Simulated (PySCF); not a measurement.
System: C4H11O, charge 1, multiplicity 1. It need not be the lowest isomer of its formula. 
Geometry from a B3LYP-D3(BJ)/def2-TZVP (Ansatz) optimisation:
```
C
H 1 1.0882
C 1 1.5036 2 112.81
H 3 1.0888 1 112.82 2 49.46
H 3 1.0916 4 107.11 1 118.34
H 3 1.0916 4 109.80 5 116.36
C 1 1.5036 2 112.06 3 -133.38
H 7 1.0889 1 111.76 2 -52.51
H 7 1.0911 8 107.98 1 -118.71
H 7 1.0925 8 109.92 9 -116.65
O 1 1.5642 2 99.95 7 -110.41
H 11 0.9731 1 110.34 2 170.22
C 11 1.4791 12 111.72 1 -135.70
H 13 1.0848 11 105.68 12 -177.37
H 13 1.0856 14 110.85 11 -114.35
H 13 1.0858 14 111.98 15 -126.08
```
Charge +1, spin multiplicity 1.

Dispersion corrections to the total energy (kcal/mol) from the dftd3 and dftd4 libraries through PySCF: D3(BJ) without and D4 with the three-body term, each with the damping fitted for the functional named.

| functional | D3(BJ) | D4 |
|---|---|---|
| HF | -50.96 | -20.81 |
| PBE0 | -5.90 | -4.61 |
| revPBE | [?] | -19.38 |
| LC-wPBE | -6.18 | [?] |
| PBE | -7.03 | [?] |
| TPSSh | -7.84 | -6.79 |
| PW6B95 | -3.10 | -4.62 |

Task: What belongs in the gaps?

Result: 
- revPBE, D3(BJ): -18.11
- LC-wPBE, D4: -6.02
- PBE, D4: -5.50
